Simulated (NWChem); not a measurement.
System: GeF₂, singlet; SMILES [F][Ge][F]

Here is an NWChem input.

```
start job
memory heap 200 mb stack 900 mb global 1100 mb
geometry units angstroms noautoz
  Ge     0.000000     0.000000     0.400480
  F     -1.334286     0.000000    -0.761585
  F      1.334286     0.000000    -0.761585
end
basis spherical
  Ge library pcseg-1
  F library pcseg-1
end
dft
  xc b3lyp
  iterations 150
  mulliken
end
task dft energy
```

Output (shortened):

```
             Northwest Computational Chemistry Package (NWChem) 7.3.0
             --------------------------------------------------------

 C2V symmetry detected

                             Geometry "geometry" -> ""
                             -------------------------

 Output coordinates in angstroms (scale by  1.889725989 to convert to a.u.)

  No.       Tag          Charge          X              Y              Z
 ---- ---------------- ---------- -------------- -------------- --------------
    1 Ge                  32.0000     0.00000000     0.00000000     0.41834340
    2 F                    9.0000    -1.33428600     0.00000000    -0.74372160
    3 F                    9.0000     1.33428600     0.00000000    -0.74372160

 Effective nuclear repulsion energy (a.u.)     188.3292213131

      Symmetry information
      --------------------

 Group name             C2v
 Group number             16
 Group order               4
 No. of unique centers     2

                                 NWChem DFT Module
                                 -----------------

 Summary of "ao basis" -> "ao basis" (spherical)
 ------------------------------------------------------------------------------
       Tag                 Description            Shells   Functions and Types
 ---------------- ------------------------------  ------  ---------------------
 Ge                         pcseg-1                 11       27   5s4p2d
 F                          pcseg-1                  6       14   3s2p1d

      Symmetry analysis of basis
      --------------------------

        a1         23
        a2          6
        b1         16
        b2         10

            General Information
            -------------------
          SCF calculation type: DFT
          Wavefunction type:  closed shell.
          No. of atoms     :     3
          No. of electrons :    50
           Alpha electrons :    25
            Beta electrons :    25
          Charge           :     0
          Spin multiplicity:     1
          Use of symmetry is: on ; symmetry adaption is: on
          Maximum number of iterations: 150
          AO basis - number of functions:    55
                     number of shells:    23
          Convergence on energy requested:  1.00D-06
          Convergence on density requested:  1.00D-05
          Convergence on gradient requested:  5.00D-04

              XC Information
              --------------
                         B3LYP Method XC Potential
                     Hartree-Fock (Exact) Exchange  0.200
                        Slater Exchange Functional  0.800 local
                    Becke 1988 Exchange Functional  0.720 non-local
              Lee-Yang-Parr Correlation Functional  0.810
                  VWN I RPA Correlation Functional  0.190 local

             Grid Information
             ----------------
          Grid used for XC integration:  medium
          Radial quadrature: Mura-Knowles
          Angular quadrature: Lebedev.
          Tag              B.-S. Rad. Rad. Pts. Rad. Cut. Ang. Pts.
          ---              ---------- --------- --------- ---------
          Ge                  1.25      112           6.0       590
          F                   0.50       49           7.0       434
          Grid pruning is: on
          Number of quadrature shells:   161
          Spatial weights used:  Erf1

      Superposition of Atomic Density Guess
      -------------------------------------

 Sum of atomic energies:       -2273.73086931

      Non-variational initial energy
      ------------------------------

 Total energy =   -2273.687916
 1-e energy   =   -3548.380377
 2-e energy   =    1086.363240
 HOMO         =      -0.352424
 LUMO         =      -0.038267

      Symmetry analysis of molecular orbitals - initial
      -------------------------------------------------

  Numbering of irreducible representations:

     1 a1          2 a2          3 b1          4 b2

  Orbital symmetries:

     1 a1          2 a1          3 b1          4 a1          5 b2
     6 a1          7 b1          8 a1          9 b1         10 a1
    11 b2         12 a1         13 b1         14 a1         15 a2
    16 b2         17 a1         18 b1         19 a1         20 b1
    21 a1         22 b2         23 a2         24 b1         25 a1
    26 b2         27 b1         28 a1         29 a1         30 b2
    31 a1         32 a2         33 b1         34 b2         35 a1

     ---------------------------------------------
      Total Density - Mulliken Population Analysis
     ---------------------------------------------

    Atom       Charge   Shell Charges
 -----------   ------   -------------------------------------------------------
    1 Ge  32    30.52   2.00  2.00  2.00  1.08  0.82  6.00  5.98  0.35  0.21 10.02  0.05
    2 F    9     9.74   2.00  0.97  0.99  3.63  2.15  0.00
    3 F    9     9.74   2.00  0.97  0.99  3.63  2.15  0.00

   convergence    iter        energy       DeltaE   RMS-Dens  Diis-err
 ---------------- ----- ----------------- --------- --------- ---------
 d= 0,ls=0.0,diis     1  -2276.4303793778 -2.46D+03  3.18D-02  9.47D-01
 d= 0,ls=0.0,diis     2  -2276.0818220546  3.49D-01  1.79D-02  4.99D+00
 d= 0,ls=0.0,diis     3  -2276.5414670364 -4.60D-01  1.04D-03  3.42D-03
 d= 0,ls=0.0,diis     4  -2276.5417421684 -2.75D-04  2.93D-04  2.77D-04
 d= 0,ls=0.0,diis     5  -2276.5417691083 -2.69D-05  4.88D-05  3.69D-06
 d= 0,ls=0.0,diis     6  -2276.5417694835 -3.75D-07  5.85D-06  5.34D-08

         Total DFT energy =    -2276.541769483489
      One electron energy =    -3548.472110368744
           Coulomb energy =     1183.644220982776
    Exchange-Corr. energy =     -100.043101410576
 Nuclear repulsion energy =      188.329221313055

 Numeric. integr. density =       50.000001054311

                  Occupations of the irreducible representations
                  ----------------------------------------------

                     irrep           alpha         beta
                     --------     --------     --------
                     a1               12.0         12.0
                     a2                2.0          2.0
                     b1                7.0          7.0
                     b2                4.0          4.0

                       DFT Final Molecular Orbital Analysis
                       ------------------------------------

 Vector   23  Occ=2.000000D+00  E=-4.060575D-01  Symmetry=a2
              MO Center= -1.7D-15,  2.4D-15, -7.2D-01, r^2= 2.2D+00
   Bfn.  Coefficient  Atom+Function         Bfn.  Coefficient  Atom+Function
  ----- ------------  ---------------      ----- ------------  ---------------
    32      0.478806  2 F  py                46     -0.478806  3 F  py
    35      0.327641  2 F  py                49     -0.327641  3 F  py
    23     -0.063533  1 Ge d -2              18      0.054896  1 Ge d -2

 Vector   24  Occ=2.000000D+00  E=-3.946609D-01  Symmetry=b1
              MO Center= -4.5D-14, -3.1D-15, -7.1D-01, r^2= 2.3D+00
   Bfn.  Coefficient  Atom+Function         Bfn.  Coefficient  Atom+Function
  ----- ------------  ---------------      ----- ------------  ---------------
    31      0.419790  2 F  px                45      0.419790  3 F  px
    34      0.290312  2 F  px                48      0.290312  3 F  px
    33     -0.251138  2 F  pz                47      0.251138  3 F  pz
    36     -0.167102  2 F  pz                50      0.167102  3 F  pz
    15      0.067580  1 Ge px                21      0.045392  1 Ge d  1

 Vector   25  Occ=2.000000D+00  E=-3.256640D-01  Symmetry=a1
              MO Center=  2.3D-15, -1.6D-16,  3.7D-01, r^2= 2.5D+00
   Bfn.  Coefficient  Atom+Function         Bfn.  Coefficient  Atom+Function
  ----- ------------  ---------------      ----- ------------  ---------------
     4      0.486104  1 Ge s                  5      0.429592  1 Ge s
     3     -0.388503  1 Ge s                 33     -0.299136  2 F  pz
    47     -0.299136  3 F  pz                14      0.252534  1 Ge pz
    36     -0.219411  2 F  pz                50     -0.219411  3 F  pz
    11     -0.154104  1 Ge pz                 2      0.149213  1 Ge s

 Vector   26  Occ=0.000000D+00  E=-1.101731D-01  Symmetry=b2
              MO Center= -1.9D-15, -4.6D-14,  4.3D-01, r^2= 2.7D+00
   Bfn.  Coefficient  Atom+Function         Bfn.  Coefficient  Atom+Function
  ----- ------------  ---------------      ----- ------------  ---------------
    16      0.655629  1 Ge py                13      0.492334  1 Ge py
    10     -0.272452  1 Ge py                32     -0.196352  2 F  py
    46     -0.196352  3 F  py                35     -0.167247  2 F  py
    49     -0.167247  3 F  py                 7      0.088852  1 Ge py
    24      0.059893  1 Ge d -1              19     -0.026328  1 Ge d -1

 Vector   27  Occ=0.000000D+00  E=-9.586918D-03  Symmetry=b1
              MO Center= -7.2D-15,  1.4D-15,  6.6D-01, r^2= 3.2D+00
   Bfn.  Coefficient  Atom+Function         Bfn.  Coefficient  Atom+Function
  ----- ------------  ---------------      ----- ------------  ---------------
    15      0.844826  1 Ge px                12      0.366359  1 Ge px
    30      0.222250  2 F  s                 44     -0.222250  3 F  s
     9     -0.214122  1 Ge px                26     -0.196818  1 Ge d  1
    33      0.188559  2 F  pz                47     -0.188559  3 F  pz
    36      0.161632  2 F  pz                50     -0.161632  3 F  pz

 Vector   28  Occ=0.000000D+00  E= 1.814159D-02  Symmetry=a1
              MO Center= -2.4D-14, -3.3D-16,  2.4D-01, r^2= 3.3D+00
   Bfn.  Coefficient  Atom+Function         Bfn.  Coefficient  Atom+Function
  ----- ------------  ---------------      ----- ------------  ---------------
    17      0.855401  1 Ge pz                 4     -0.339886  1 Ge s
    14      0.319616  1 Ge pz                30      0.296946  2 F  s
    44      0.296946  3 F  s                  5     -0.244527  1 Ge s
     3      0.229805  1 Ge s                 31      0.211549  2 F  px
    45     -0.211549  3 F  px                34      0.200423  2 F  px

     ---------------------------------------------
      Total Density - Mulliken Population Analysis
     ---------------------------------------------

    Atom       Charge   Shell Charges
 -----------   ------   -------------------------------------------------------
    1 Ge  32    31.08   2.00  2.00  2.00  1.27  0.60  6.00  5.97  0.70  0.36 10.00  0.19
    2 F    9     9.46   2.00  0.95  1.01  3.41  2.10  0.01
    3 F    9     9.46   2.00  0.95  1.01  3.41  2.10  0.01

     -------------------------------------------
      Total Density - Lowdin Population Analysis
     -------------------------------------------

    Atom       Charge   Shell Charges
 -----------   ------   -------------------------------------------------------
    1 Ge  32    31.51   2.00  2.00  1.95  1.03  0.80  5.99  5.77  0.93  0.58  9.89  0.57
    2 F    9     9.25   1.99  0.93  0.85  3.30  2.17  0.01
    3 F    9     9.25   1.99  0.93  0.85  3.30  2.17  0.01

     Multipole analysis of the density
     ---------------------------------

     L   x y z        total         alpha         beta         nuclear
     -   - - -        -----         -----         ----         -------
     0   0 0 0     -0.000000    -25.000000    -25.000000     50.000000

     1   1 0 0     -0.000000     -0.000000     -0.000000      0.000000
     1   0 1 0     -0.000000     -0.000000     -0.000000      0.000000
     1   0 0 1      1.059022      0.529511      0.529511      0.000000

     2   2 0 0    -22.997025    -68.717219    -68.717219    114.437414
     2   1 1 0     -0.000000     -0.000000     -0.000000      0.000000
     2   1 0 1      0.000000      0.000000      0.000000      0.000000
     2   0 2 0    -17.535394     -8.767697     -8.767697      0.000000
     2   0 1 1     -0.000000     -0.000000     -0.000000      0.000000
     2   0 0 2    -20.768265    -38.160855    -38.160855     55.553445
```

Level: B3LYP/pcseg-1. Low-valent species are run as closed-shell singlets; no triplet was tried in these runs. Structure relaxed at the PBE-D3(BJ)/def2-SVP level.
